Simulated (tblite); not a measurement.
C₅H₄N₄.
SMILES with atom numbers: `[CH2:1]=[CH:2][c:3]1[n:4][nH:5][n:6][c:7]1[C:8]#[N:9]` (hydrogens: H10, H11 on C1; H12 on C2; H13 on N5)

The geometry is computed with GFN2-xTB (gas phase).

(1) Give the optimised bond lengths and angles.

## Answers

(1) 
```csv
bond,length (bohr)
C1=C2,2.509
C2–C3,2.725
C3–N4,2.512
N4–N5,2.478
N5–N6,2.468
N6–C7,2.516
C7–C8,2.651
C8≡N9,2.166
C3–C7,2.700
C1–H10,2.033
C1–H11,2.035
C2–H12,2.043
N5–H13,1.908
```

A selection of angles:
```csv
angle,degrees
C1–C2–C3,124.7
C2–C3–N4,122.1
C2–C3–C7,131.3
N4–C3–C7,106.6
C3–N4–N5,105.3
N4–N5–N6,115.8
N5–N6–C7,104.5
N6–C7–C8,122.9
C3–C7–N6,107.9
C3–C7–C8,129.3
C7–C8–N9,179.2
H13–N5–N4,122.3
H13–N5–N6,122.0
```

Torsions: C1–C2–C3–N4 180° (antiperiplanar).

The 3 C–N bonds span 1.146 Å (C8≡N9, drawn triple) to 1.331 Å (N6–C7, aromatic), a spread of 0.185 Å. N4 (pyridine-type nitrogen) is bent (angle 105.3°). The C–C distances run from 1.328 Å (C1=C2, drawn double) to 1.442 Å (C2–C3, drawn single), a spread of 0.114 Å. The 9 heavy atoms lie in one plane (0.001 Å rms). Of the pairs four or more bonds apart, C8···H11 is among the closest relative to their van der Waals radii: 2.52 Å, 87 % of the sum of Bondi's values. N5 (pyrrole-type nitrogen) is planar (angles 122.3°, 122.0° and 115.8°, sum 360.0°, 0.00 Å off the plane of its three neighbours). The 5-membered ring C3–N4–N5–N6–C7 has internal angles of 104.5° to 115.8°; it is planar, 0.00 Å rms from its mean plane, widest ring torsion 0°.

Point group: Cs (every atom within 0.08 Å of its image). Its GFN2-xTB frequencies are all real (lowest 74 cm⁻¹). One conformer, not necessarily the lowest. 2 starts were optimised and ended at 0.00 and 0.44 kcal/mol (GFN2-xTB); the lowest of these is shown.

The run took 0.14 s of wall time on an Intel Xeon 6975P-C with one thread, shared host. This is the geometry optimisation.
